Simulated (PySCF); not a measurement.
# From a computed spectrum to the compound

A species of 13 atoms with charge 0 has these harmonic modes (PBE, small Gaussian bases with core potentials, PySCF 2.14.0):

```tsv
cm⁻¹	km/mol	symmetry
38	1.7	e
38	1.7	e
40	6.5	a2
73	0.0	a1
75	0.1	e
75	0.1	e
122	0.3	a2
152	1.0	e
152	1.0	e
242	0.1	a2
253	0.0	a1
257	0.6	e
257	0.6	e
291	86.7	e
291	86.7	e
690	4.5	a2
691	0.0	e
691	0.0	e
752	66.6	e
752	66.6	e
763	0.0	a1
790	1.1	a2
792	17.5	e
792	17.5	e
1001	125.9	e
1001	125.9	e
1006	0.0	a1
1181	22.4	e
1181	22.4	e
1202	753.7	a2
1690	802.8	e
1690	802.8	e
1709	0.0	a1
```

Question: Which species is it, and in which structure?

Answer: Yb(NO3)3 (singlet in the valence; each metal's 4f electrons, 13 of them, lie in its core potential, out of spins and levels):
```xyz
13

Yb    0.0000    0.0000    0.0000
O     2.0046    0.2400    1.0641
O     2.0046   -0.2400   -1.0641
N     2.7240    0.0000    0.0000
O     3.9201    0.0000    0.0000
O    -1.2101    1.6161    1.0641
O    -0.7945    1.8560   -1.0641
N    -1.3620    2.3590    0.0000
O    -1.9600    3.3949    0.0000
O    -0.7945   -1.8560    1.0641
O    -1.2101   -1.6161   -1.0641
N    -1.3620   -2.3590    0.0000
O    -1.9601   -3.3949    0.0000
```
Ideal gas at 298.15 K and 1 bar: S = 512.9 J/(mol K), Cp = 186.3 J/(mol K), H − H(0 K) = 38.1 kJ/mol (rigid rotor, harmonic modes, spin degeneracy alone, that of the 4f electrons in the core included; the modes under 60 cm⁻¹ make these uncertain). An lcecp potential fixes the number of 4f electrons, so in runs with it no electron can move into or out of that shell.
 This is one of several that fit.
